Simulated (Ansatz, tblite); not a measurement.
Cost and result up the ladder for MnN3F3H9⁻ (relaxed from a model of mer-[MnF3(NH3)3]-, whose bonding it doesn't keep) (16 atoms). Total charge -1; sextet. Geometry: B3LYP-D4/def2-SVPD.

Cartesian coordinates in Å:
```
Mn -0.444 -0.374 0.443
F -1.217 1.288 -0.376
F 0.992 -1.253 -0.666
F -1.116 -1.189 2.177
N 1.481 1.524 -1.490
H 1.544 0.498 -1.468
H 1.698 1.832 -2.434
H 0.484 1.711 -1.317
N 1.243 0.899 1.429
H 1.957 0.304 1.837
H 0.925 1.571 2.122
H 1.633 1.391 0.618
N -2.137 -1.883 -0.245
H -1.814 -2.695 -0.761
H -3.011 -1.537 -0.625
H -2.219 -2.087 0.756
```

Ansatz on 4 threads of Intel Xeon Platinum 8488C on a shared host; xTB runs through tblite on one thread. Times are rough, summed over both states, and most runs start from the orbitals of an earlier one. No level here is sound enough to serve as a yardstick. The other state is a quintet, and no other spin of it was run.

The xTB rows come from tblite. In the sextet geometry the species has come apart into loosely held pieces. In the quintet geometry the species has come apart into loosely held pieces.

Raw xTB energies of ions are shifted by several eV, and xTB has no spin-polarisation term.

| level | functions | wall time | vertical IE (eV) | remarks |
| --- | --- | --- | --- | --- |
| GFN2-xTB | 42 | 0.021 s | 6.14 | – |
| GFN1-xTB | 51 | 0.039 s | 7.91 | – |
| PBE-D4/def2-TZVPD | 360 | 17 s | 2.68 | HOMO above zero (-1 sextet) |
| r2SCAN-D4/def2-TZVPD | 360 | 32 s | 3.05 | HOMO above zero (-1 sextet), spin-contaminated (⟨S²⟩ 6.15) (quintet) |
| PBE0-D4/def2-TZVPD (with forces) | 360 | 60 s | 3.61 | spin-contaminated (⟨S²⟩ 6.14) (quintet) |
